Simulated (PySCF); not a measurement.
Several molecules and their computed UV-vis stick spectra, shuffled. Computed with TDDFT B3LYP/def2-SVPD, vertical, gas phase, core orbitals frozen in the response in PySCF 2.14.0, density-fitted response routines. Geometries: GFN2-xTB; one conformer of each isolated species. Triplets are in the Tamm–Dancoff approximation. Ions are computed without counter-ions or solvent.

A. `C=C/N=C/SC`
B. `ClS(=O)(=O)C(F)(F)F`
C. `C=CC/N=C/C(F)(F)F`
D. `c1cc(F)[nH+]c(C#N)c1`

Lowest singlet levels (six at most, fewer where fewer were computed) with oscillator strengths:

1. 5.82 eV (f 0.004); 6.59 eV (f 0.032); 6.64 eV (f 0.047); 6.68 eV (f 0.002); 7.52 eV (f 0.003); 7.83 eV (f 0.118); T1 5.20 eV
2. 4.79 eV (f 0.002); 5.39 eV (f 0.010); 6.73 eV (f 0.005); 7.22 eV (f 0.218); 7.33 eV (f 0.024); 7.54 eV (f 0.196); T1 3.97 eV
3. 4.78 eV (f 0.242); 5.34 eV (f 0.000); 5.75 eV (f 0.052); 5.78 eV (f 0.003); 6.34 eV (f 0.009); 6.69 eV (f 0.244); T1 3.35 eV
4. 4.74 eV (f 0.000); 4.88 eV (f 0.567); 5.34 eV (f 0.000); 5.95 eV (f 0.026); 6.14 eV (f 0.013); 6.26 eV (f 0.001); T1 3.08 eV

Problem. Match each spectrum to its molecule.

Solution. 1 = B, 2 = C, 3 = D, 4 = A.
- A: S1 at 4.74 eV, HOMO-1→LUMO (99%); Löwdin shares by element: HOMO sulfur 34%, carbon 32% or more, nitrogen 15% (atoms not listed hold the other 19%); LUMO carbon 48% or more, nitrogen 17%, sulfur 14% (atoms not listed hold the other 22%); HOMO -6.19 and LUMO -1.23 eV; point group Cs, 2 of its 6 listed states under f = 0.0005.
- B: S1 at 5.82 eV, HOMO→LUMO (98%); Löwdin shares by element: HOMO oxygen 54%, chlorine 44%; LUMO chlorine 45%, sulfur 26%, oxygen 18%; HOMO -9.69 and LUMO -2.59 eV; point group Cs.
- C: S1 at 4.79 eV, HOMO-1→LUMO (82%), HOMO→LUMO (16%); Löwdin shares by element: HOMO carbon 75% or more, nitrogen 8% (atoms not listed hold the other 16%); LUMO carbon 38% or more, nitrogen 35%, hydrogen 5% or more (atoms not listed hold the other 22%); HOMO -7.81 and LUMO -1.61 eV.
- D: S1 at 4.78 eV, HOMO→LUMO (92%); Löwdin shares by element: HOMO carbon 43% or more, nitrogen 18% or more (atoms not listed hold the other 39%); LUMO carbon 49% or more, nitrogen 17% or more (atoms not listed hold the other 34%); HOMO -13.31 and LUMO -8.22 eV; point group Cs, 1 of its 6 listed states under f = 0.0005.
A and C have S1 within 0.05 eV of each other; their strongest listed levels stand at 4.88 eV (f 0.567) and 7.22 eV (f 0.218).
A and D have S1 within 0.05 eV of each other; their strongest listed levels stand at 4.88 eV (f 0.567) and 6.69 eV (f 0.244).
C and D have S1 within 0.01 eV of each other; their strongest listed levels stand at 7.22 eV (f 0.218) and 6.69 eV (f 0.244).
